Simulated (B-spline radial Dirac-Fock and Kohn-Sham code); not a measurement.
**Mo²⁺ in Watson spheres of different radius**

Level of theory: Dirac-Fock ΔSCF + Breit + QED; a radial atomic solver. The ion, [Kr] 4d4, sits in a hollow sphere of charge Q = -2, a simple model of the Madelung potential. Inside the sphere an electron's potential energy is raised by the constant 14.40·|Q|/R eV, so binding energies fall by about that much as long as the orbitals stay inside.

```
radius (Å)  14.40 |Q|/R (eV)  1s (eV)  2s (eV)  2p1/2 (eV)  2p3/2 (eV)  3s (eV)  3p1/2 (eV)  3p3/2 (eV)  3d3/2 (eV)  3d5/2 (eV)  4s (eV)  4p1/2 (eV)  4p3/2 (eV)  4d (eV)
       1.8             16.00  20012.4   2885.4      2639.7      2534.7    520.9       426.8       409.1       243.3       240.1    79.85       50.57       48.05     9.45
         2             14.40  20013.9   2886.9      2641.1      2536.2    522.4       428.3       410.5       244.7       241.6    81.34       52.07       49.55    10.94
```

From the smallest to the largest radius 1s moves by +1.5 eV, while the constant potential alone would give +1.6 eV; the difference comes from charge outside the sphere and its screening.

Values without a named source are computed, but for edge energies of neutral atoms, which are taken from tables.
